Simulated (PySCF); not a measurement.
Compound: C8H5FO2.
Atom-mapped SMILES: `[CH:1]#[C:2][c:3]1[o:4][c:5]([C:6](=[O:7])[F:8])[cH:9][c:10]1[CH3:11]`

Structure used (GFN2-xTB), in Å, numbered top down from 1:
```
atom  x, y, z in Å
C1    -1.4066    3.0934   -0.4538
C2    -0.8041    2.0646   -0.3038
C3    -0.1078    0.8585   -0.1289
O4     1.2338    0.8487   -0.1411
C5     1.6237   -0.4302    0.0466
C6     3.0312   -0.7411    0.0746
O7     3.9809   -0.0444   -0.0454
F8     3.2033   -2.0911    0.2777
C9     0.5159   -1.2477    0.1802
C10   -0.6120   -0.4218    0.0670
C11   -2.0422   -0.8183    0.1468
H12   -1.9341    3.9910   -0.5842
H13    0.5315   -2.3072    0.3372
H14   -2.4604   -0.5370    1.1130
H15   -2.1406   -1.8937    0.0277
H16   -2.6201   -0.3147   -0.6251
```

NICS = −σ at a ghost point: NICS(0) at the centroid of the ring atoms, NICS(1) 1 Å to either side along the normal of their mean plane, zz for the tensor component along that normal. Level: GIAO PBE0/pcSseg-1 (PySCF, non-relativistic, gas phase) on the GFN2-xTB geometry, one conformer.

Ring bond lengths (Å), with Mayer bond orders in brackets: C3–O4 1.342 (1.06), O4–C5 1.350 (1.06), C5–C9 1.383 (1.40), C9–C10 1.403 (1.32), C10–C3 1.390 (1.41).

Give the NICS values of each ring in ppm.

| ring | type | NICS(0) | NICS(1), two faces | NICS(1)zz, two faces | rms pucker (Å) | centre to ring atoms, mean (Å) |
| --- | --- | --- | --- | --- | --- | --- |
| C3–O4–C5–C9–C10 | 5-membered ring with O; formal bonds all aromatic | -11.6 | -10.2 / -10.2 | -23.2 / -23.1 | 0.00 | 1.17 |

What can be read from them?

- C3–O4–C5–C9–C10: mean NICS(1)zz -23.2 ppm, shielded. For a flat ring without four-coordinate atoms the NICS criterion counts such a value as aromatic.

And the bond-length index? HOMA = 1 − mean of α(R − Ropt)² over the ring bonds, with Krygowski's 1993 parameters (CC: Ropt 1.388 Å, α 257.7 Å⁻²; CO: Ropt 1.265 Å, α 157.38 Å⁻²).

- C3–O4–C5–C9–C10: HOMA 0.57; the largest term is that of O4–C5, α(R − Ropt)² = 1.14.

Give the inner angles of the rings and the Hirshfeld charges of the ring atoms.

- C3–O4–C5–C9–C10: C3 110.9° (+0.078 e), O4 107.1° (-0.039 e), C5 110.0° (+0.037 e), C9 106.8° (-0.059 e), C10 105.2° (-0.005 e); sum 540.0° against 540° for a flat convex ring.

How shielded are the nuclei of the rings and their hydrogens (means over atoms taken as equivalent)?

| atoms | environment | σ isotropic (ppm) | principal values of the symmetric part, first atom (ppm) |
| --- | --- | --- | --- |
| C3 | substituted aromatic carbon | 39.8 | -30.7, 50.6, 99.6 |
| O4 | furan-type oxygen | 16.2 | -140.0, -42.3, 230.9 |
| C5 | substituted aromatic carbon | 42.8 | -10.9, 40.8, 98.5 |
| C9 | aromatic CH carbon | 51.9 | -27.2, 34.8, 148.1 |
| C10 | substituted aromatic carbon | 47.4 | -31.1, 23.0, 150.4 |
| H13 | aromatic hydrogen | 24.21 | 21.6, 23.7, 27.3 |
